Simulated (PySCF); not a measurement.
C3H11BO2Si (SMILES C[Si](C)(C)OBO), singlet, geometry from GFN2-xTB, with bond 12-7 at 1.8 times its length; CASSCF(6,8)/STO-3G (PySCF).

The PySCF input:
```python
from pyscf import gto, scf, mcscf
import numpy

mol = gto.M(
    atom='''
B    -1.37983536    1.65900024    0.48705824
H    -2.46010678    1.85804768    0.89777399
O    -0.63750069    2.73315278    0.17342390
H     0.23942302    2.53302195   -0.15974763
O    -0.94536066    0.39974815    0.35211909
Si    0.23373793   -0.64110616   -0.07313932
C     0.71447820   -1.59103967    1.50512811
C    -0.51309542   -1.78482594   -1.39866250
C     1.76754371    0.26283809   -0.78088881
H     1.44608491   -2.36353888    1.29087014
H    -0.15136180   -2.07251805    1.94987748
H     1.48336993   -0.40729465    2.85869614
H    -1.41474690   -2.26834099   -1.03464666
H     0.18633701   -2.56463974   -1.68259742
H    -0.77910071   -1.23824473   -2.29908413
H     2.21903169    0.92582160   -0.04598650
H     1.51342166    0.85936251   -1.65433893
H     2.53555519   -0.44012523   -1.08837598
''',
    basis='sto-3g',
    verbose=4,
)

mf = scf.RHF(mol)
mf.kernel()
mc = mcscf.CASSCF(mf, 8, 6)
mc.fix_spin_(ss=0.0)
mc.kernel()
occ = numpy.linalg.eigvalsh(mc.fcisolver.make_rdm1(mc.ci, mc.ncas, mc.nelecas))[::-1]
ss = mc.fcisolver.spin_square(mc.ci, mc.ncas, mc.nelecas)[0]
print('natural occupations', occ.round(4), ' <S^2>', round(ss, 4))
```

Output, abridged:

```
PySCF version 2.14.0

[INPUT] verbose = 4
[INPUT] num. atoms = 18
[INPUT] num. electrons = 64
[INPUT] charge = 0
[INPUT] spin (= nelec alpha-beta = 2S) = 0
[INPUT] symmetry False subgroup None
[INPUT] Mole.unit = angstrom
[INPUT] Symbol           X                Y                Z      unit          X                Y                Z       unit  Magmom
[...]
nuclear repulsion = 379.669530496671
number of shells = 34
number of NR pGTOs = 150
number of NR cGTOs = 50
basis = sto-3g
ecp = {}

******** <class 'pyscf.scf.hf.RHF'> ********
method = RHF
initial guess = minao
damping factor = 0
level_shift factor = 0
DIIS = <class 'pyscf.scf.diis.CDIIS'>
diis_start_cycle = 1
diis_space = 8
diis_damp = 0
SCF conv_tol = 1e-09
SCF conv_tol_grad = None
SCF max_cycles = 50
direct_scf = True
direct_scf_tol = 1e-13
Set gradient conv threshold to 3.16228e-05
Initial guess from minao.
init E= -576.871482443308
[...]
cycle= 1 E= -576.137618862854  delta_E= 0.734  |g|= 0.579  |ddm|= 4.84
[...]
cycle= 2 E= -576.252908940447  delta_E= -0.115  |g|= 0.172  |ddm|= 0.98
[...]
cycle= 3 E= -576.261967789361  delta_E= -0.00906  |g|= 0.0354  |ddm|= 0.241
[...]
cycle= 4 E= -576.26254892624  delta_E= -0.000581  |g|= 0.00914  |ddm|= 0.0734
[...]
cycle= 5 E= -576.262580903409  delta_E= -3.2e-05  |g|= 0.00159  |ddm|= 0.0155
[...]
cycle= 6 E= -576.262582834198  delta_E= -1.93e-06  |g|= 0.000615  |ddm|= 0.0039
[...]
cycle= 7 E= -576.262583124194  delta_E= -2.9e-07  |g|= 0.000239  |ddm|= 0.00143
[...]
cycle= 8 E= -576.262583178454  delta_E= -5.43e-08  |g|= 5.48e-05  |ddm|= 0.000683
[...]
cycle= 9 E= -576.262583181877  delta_E= -3.42e-09  |g|= 1.04e-05  |ddm|= 0.000183
[...]
cycle= 10 E= -576.262583181973  delta_E= -9.66e-11  |g|= 2.43e-06  |ddm|= 3.01e-05
[...]
Extra cycle  E= -576.262583181977  delta_E= -3.18e-12  |g|= 8.68e-07  |ddm|= 4.65e-06
converged SCF energy = -576.262583181977

******** <class 'pyscf.mcscf.mc1step.CASSCF'> ********
CAS (3e+3e, 8o), ncore = 29, nvir = 13
max_cycle_macro = 50
max_cycle_micro = 4
conv_tol = 1e-07
conv_tol_grad = None
orbital rotation max_stepsize = 0.02
orbital rotation threshold for CI restart = 0.01
augmented hessian ah_max_cycle = 30
augmented hessian ah_conv_tol = 1e-12
augmented hessian ah_linear dependence = 1e-14
augmented hessian ah_level shift = 1e-08
augmented hessian ah_start_tol = 2.5
augmented hessian ah_start_cycle = 3
augmented hessian ah_grad_trust_region = 3
kf_trust_region = 3
kf_interval = 4
ci_response_space = 4
ci_grad_trust_region = 3
with_dep4 0
natorb = False
canonicalization = True
sorting_mo_energy = False
ao2mo_level = 2
internal_rotation = False
******** <class 'pyscf.fci.addons.SpinPenaltyFCISolver'> ********
max. cycles = 50
conv_tol = 1e-08
davidson only = True
linear dependence = 1e-12
level shift = 0.001
max iter space = 12
nroots = 1
pspace_size = 400
spin = None
CASCI E = -576.344046703949  S^2 = 0.0000000
Set conv_tol_grad to 0.000316228
macro iter   1 ( 21 JK    4 micro), CASSCF E = -576.359771246259  dE = -1.57245423e-02  S^2 = 0.0000000
               |grad[o]|=0.0536  |grad[c]|=0.0606  |ddm|=0.0436  |maxRot[o]|=0.272
macro iter   2 ( 21 JK    4 micro), CASSCF E = -576.366913669722  dE = -7.14242346e-03  S^2 = 0.0000000
               |grad[o]|=0.0285  |grad[c]|=0.0565  |ddm|=0.0157  |maxRot[o]|=0.196
macro iter   3 ( 21 JK    4 micro), CASSCF E = -576.368841896343  dE = -1.92822662e-03  S^2 = 0.0000000
               |grad[o]|=0.0158  |grad[c]|=0.00916  |ddm|=0.0078  |maxRot[o]|=0.0946
macro iter   4 ( 21 JK    4 micro), CASSCF E = -576.369164263625  dE = -3.22367282e-04  S^2 = 0.0000000
               |grad[o]|=0.00708  |grad[c]|=0.00623  |ddm|=0.00318  |maxRot[o]|=0.0692
macro iter   5 (  7 JK    2 micro), CASSCF E = -576.369763568066  dE = -5.99304441e-04  S^2 = 0.0000000
               |grad[o]|=0.00375  |grad[c]|=0.00669  |ddm|=0.00781  |maxRot[o]|=0.0678
macro iter   6 ( 21 JK    4 micro), CASSCF E = -576.369739066024  dE =  2.45020425e-05  S^2 = 0.0000000
[...]
               |grad[o]|=0.000629  |grad[c]|=0.00318  |ddm|=0.00248  |maxRot[o]|=0.0354
macro iter  33 ( 16 JK    4 micro), CASSCF E = -576.372854842911  dE =  1.55248475e-04  S^2 = 0.0000000
               |grad[o]|=0.000598  |grad[c]|=0.0138  |ddm|=0.00549  |maxRot[o]|=0.0639
macro iter  34 ( 21 JK    4 micro), CASSCF E = -576.372910100997  dE = -5.52580856e-05  S^2 = 0.0000000
               |grad[o]|=0.00179  |grad[c]|=0.00171  |ddm|=0.000735  |maxRot[o]|=0.0107
macro iter  35 ( 17 JK    4 micro), CASSCF E = -576.372977593776  dE = -6.74927795e-05  S^2 = 0.0000000
               |grad[o]|=0.0011  |grad[c]|=0.00585  |ddm|=0.00284  |maxRot[o]|=0.0352
macro iter  36 (  6 JK    2 micro), CASSCF E = -576.373011635691  dE = -3.40419143e-05  S^2 = 0.0000000
               |grad[o]|=0.000603  |grad[c]|=0.00312  |ddm|=0.00245  |maxRot[o]|=0.0354
macro iter  37 ( 16 JK    4 micro), CASSCF E = -576.372861378519  dE =  1.50257172e-04  S^2 = 0.0000000
               |grad[o]|=0.000586  |grad[c]|=0.0132  |ddm|=0.00525  |maxRot[o]|=0.0621
macro iter  38 ( 21 JK    4 micro), CASSCF E = -576.372915698347  dE = -5.43198278e-05  S^2 = 0.0000000
               |grad[o]|=0.00177  |grad[c]|=0.00169  |ddm|=0.000727  |maxRot[o]|=0.0107
macro iter  39 ( 17 JK    4 micro), CASSCF E = -576.372980989832  dE = -6.52914852e-05  S^2 = 0.0000000
               |grad[o]|=0.00108  |grad[c]|=0.0058  |ddm|=0.00281  |maxRot[o]|=0.0352
macro iter  40 (  6 JK    2 micro), CASSCF E = -576.373013722881  dE = -3.27330488e-05  S^2 = 0.0000000
               |grad[o]|=0.00059  |grad[c]|=0.0031  |ddm|=0.00243  |maxRot[o]|=0.0354
macro iter  41 ( 16 JK    4 micro), CASSCF E = -576.372856328845  dE =  1.57394036e-04  S^2 = 0.0000000
               |grad[o]|=0.000578  |grad[c]|=0.014  |ddm|=0.00561  |maxRot[o]|=0.064
macro iter  42 ( 21 JK    4 micro), CASSCF E = -576.372912987361  dE = -5.66585164e-05  S^2 = 0.0000000
               |grad[o]|=0.00183  |grad[c]|=0.00165  |ddm|=0.000711  |maxRot[o]|=0.0109
macro iter  43 ( 17 JK    4 micro), CASSCF E = -576.372980307186  dE = -6.73198250e-05  S^2 = 0.0000000
               |grad[o]|=0.00111  |grad[c]|=0.00584  |ddm|=0.00282  |maxRot[o]|=0.0352
macro iter  44 (  6 JK    2 micro), CASSCF E = -576.373013582712  dE = -3.32755262e-05  S^2 = 0.0000000
               |grad[o]|=0.000597  |grad[c]|=0.00312  |ddm|=0.00245  |maxRot[o]|=0.0354
macro iter  45 ( 16 JK    4 micro), CASSCF E = -576.372851130004  dE =  1.62452709e-04  S^2 = 0.0000000
               |grad[o]|=0.000577  |grad[c]|=0.0147  |ddm|=0.00592  |maxRot[o]|=0.0659
macro iter  46 ( 21 JK    4 micro), CASSCF E = -576.372908971621  dE = -5.78416174e-05  S^2 = 0.0000000
               |grad[o]|=0.00186  |grad[c]|=0.00166  |ddm|=0.000716  |maxRot[o]|=0.011
macro iter  47 ( 17 JK    4 micro), CASSCF E = -576.372977951373  dE = -6.89797515e-05  S^2 = 0.0000000
               |grad[o]|=0.00113  |grad[c]|=0.00587  |ddm|=0.00284  |maxRot[o]|=0.0352
macro iter  48 (  6 JK    2 micro), CASSCF E = -576.373012253710  dE = -3.43023371e-05  S^2 = 0.0000000
               |grad[o]|=0.000606  |grad[c]|=0.00314  |ddm|=0.00246  |maxRot[o]|=0.0354
macro iter  49 ( 16 JK    4 micro), CASSCF E = -576.372856213257  dE =  1.56040453e-04  S^2 = 0.0000000
               |grad[o]|=0.000586  |grad[c]|=0.0138  |ddm|=0.00553  |maxRot[o]|=0.0637
macro iter  50 ( 21 JK    4 micro), CASSCF E = -576.372912027737  dE = -5.58144801e-05  S^2 = 0.0000000
               |grad[o]|=0.00182  |grad[c]|=0.00167  |ddm|=0.000719  |maxRot[o]|=0.0108
1-step CASSCF not converged,  50 macro (730 JK 166 micro) steps
CASSCF canonicalization
Density matrix diagonal elements [1.9626186  1.97907382 1.75152281 0.27045615 0.01029225 0.01327454
 0.00329998 0.00946185]
CASSCF energy = -576.372912027737
CASCI E = -576.372912027737  E(CI) = -6.92575007063567  S^2 = 0.0000000
natural occupations [1.9894e+00 1.9789e+00 1.7260e+00 2.7390e-01 2.0000e-02 9.6000e-03
 1.4000e-03 7.0000e-04]  <S^2> 0.0
```

Convergence was not reached.
